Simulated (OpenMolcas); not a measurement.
## InSiH5 (SMILES [SiH3][InH2]): the electronic atomisation energy, rung by rung

The species is InSiH5 (7 atoms), meant as a singlet with charge 0. As SMILES, `[SiH3][InH2]`. The shape is that of a PBE0-D4/def2-TZVP optimisation.

```xyz
7

Si   -0.6671   -0.6415   -0.6421
In    0.8308    0.8376    0.8405
H    -2.1199   -0.3711   -0.4636
H    -0.4320   -2.0833   -0.3459
H    -0.3380   -0.4255   -2.0800
H     0.1791    2.0621    1.8720
H     2.5471    0.6218    0.8191
```

Each level gives the electronic atomisation energy (eV). The values are calculated. Electronic energies at fixed atoms, without zero-point motion or spin-orbit coupling.

```csv
level,kind,program,value (eV),CPU time (all runs)
SVWN5/def2-TZVP (core potential),LDA,OpenMolcas,18.70,52 s
PBE/def2-TZVP (core potential),GGA,OpenMolcas,16.45,61 s
TPSS/def2-TZVP (core potential),meta-GGA,OpenMolcas,17.44,79 s
r2SCAN/def2-TZVP (core potential),meta-GGA,OpenMolcas,16.93,84 s
B3LYP/def2-TZVP (core potential),global hybrid,OpenMolcas,16.71,65 s
BHLYP/def2-TZVP (core potential),global hybrid,OpenMolcas,16.71,59 s
M06-2X/def2-TZVP (core potential),hybrid meta-GGA,OpenMolcas,16.56,83 s
PBE0/def2-TZVP (core potential),global hybrid,OpenMolcas,16.57,57 s
```

The values span 16.45 to 18.70 eV. CPU times are rough (shared hosts, several kinds of processor and program).
